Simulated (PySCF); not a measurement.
Structure problem from calculated spectra and properties.

Formula: C5H7N2; charge +1.

| Item | Value |
| --- | --- |
| UV, first state | lowest singlet excitation: 3.87 eV (321 nm, f = 0.003) [TDDFT CAM-B3LYP/def2-SVPD] |
| Valence photoelectron | vertical ionisation energy: 15.17 eV [ΔSCF CAM-B3LYP/def2-SVPD] |
| 13C NMR | chemical shifts (computed TMS as zero) by class: 160.8 (2 C), 139.1 (2 C), 50.6 (1 C) ppm [GIAO PBE0/pcSseg-1] |
| Couplings | largest of the computed one-bond spin–spin couplings (means over like bonds): 13C–1H +213.5 (×2), 13C–1H +204.6 (×2), 13C–1H +155.2 (×3), 13C–13C +59.8 (×2), 15N–13C -13.9 (×2), 15N–13C -8.1, 15N–13C +3.3 (×2) Hz [B3LYP/pcJ-1, spin–dipole term left out for some pairs] |
| Polarisability | 64.9 au [CAM-B3LYP/def2-SVPD] |
| Rotational structure | rotational constants A, B, C: 5.997, 2.634, 1.852 GHz [PBE0-D3(BJ)/def2-SVP] |
| 1H NMR | chemical shifts (computed TMS as zero) by class: 10.08 (2 H), 8.20 (2 H), 4.52 (3 H) ppm [GIAO PBE0/pcSseg-1] |
| UV, strongest line | among the 10 lowest singlet transitions: S5 at 7.46 eV (166 nm, f = 0.595) [TDDFT CAM-B3LYP/def2-SVPD] |

Electronic properties: PySCF, gas phase, density fitting. Levels stand in brackets. Isolated species at its PBE0-D3(BJ)/def2-SVP geometry, gas phase. Each NMR value is the plain mean over a class of atoms that symmetry, rotation or inversion makes alike.

Question: What is the compound? Reason from the data.

Answer: Numbering: `[CH3:1][n+:2]1[cH:3][cH:4][n:5][cH:6][cH:7]1`. 5 carbons fall into 3 classes; from least to most shielded: aromatic CH next to a ring nitrogen [C4/C6] (160.8 ppm, 2 C), aromatic CH next to a ring nitrogen [C3/C7] (139.1 ppm, 2 C), N-methyl carbon [C1] (50.6 ppm). Hydrogen classes from least to most shielded: 2 H on 2 like atoms (aromatic CH next to a ring nitrogen), C4/C6 (10.08 ppm), 2 H on 2 like atoms (aromatic CH next to a ring nitrogen), C3/C7 (8.20 ppm), 3 H on an N-methyl carbon, C1 (4.52 ppm, a mean of values up to 0.6 ppm apart in this geometry). The couplings run between: +213.5 Hz, aromatic CH next to a ring nitrogen [C4] and its hydrogen (with 1 like pair); +204.6 Hz, aromatic CH next to a ring nitrogen [C3] and its hydrogen (with 1 like pair); +155.2 Hz, N-methyl carbon [C1] and its hydrogen (with 2 like pairs); +59.8 Hz, aromatic CH next to a ring nitrogen [C3] and aromatic CH next to a ring nitrogen [C4] (with 1 like pair); -13.9 Hz, ring nitrogen [N2] and aromatic CH next to a ring nitrogen [C3] (with 1 like pair); -8.1 Hz, ring nitrogen [N2] and N-methyl carbon [C1]; +3.3 Hz, ring nitrogen [N5] and aromatic CH next to a ring nitrogen [C4] (with 1 like pair). S1 is mainly HOMO→LUMO (weight 0.98); the largest Löwdin shares of the orbital it empties are 0.62 on a ring nitrogen, 0.10 on each of 2 atoms of one kind (aromatic CH next to a ring nitrogen) and 0.04 on an aromatic CH next to a ring nitrogen, of the orbital it fills 0.22 on each of 2 atoms of one kind (ring nitrogen) and 0.14 on each of 2 atoms of one kind (aromatic CH next to a ring nitrogen). By its constants the optimised geometry is an asymmetric top. Structure: `C[N+]1=CC=NC=C1`. The assignments are read from this structure; whether some other isomer fits the data as well wasn't checked.
